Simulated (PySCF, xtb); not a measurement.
CH3AlBr2O, SMILES C[O][Al]([Br])[Br].

GFN2-xTB in xtb at its own geometry gives an orbital gap of 4.14 eV and a dipole moment of 4.43 D.

Geometry: PBE0-D3(BJ)/def2-SVP. Other conformers were not sampled.

### Question
What does B3LYP/def2-TZVP run with PySCF give? (Estimate from the structure and the level; the computed values follow.)

### Answer
gap 6.88 eV (levels -8.23 and -1.35 eV), dipole 1.57 D.
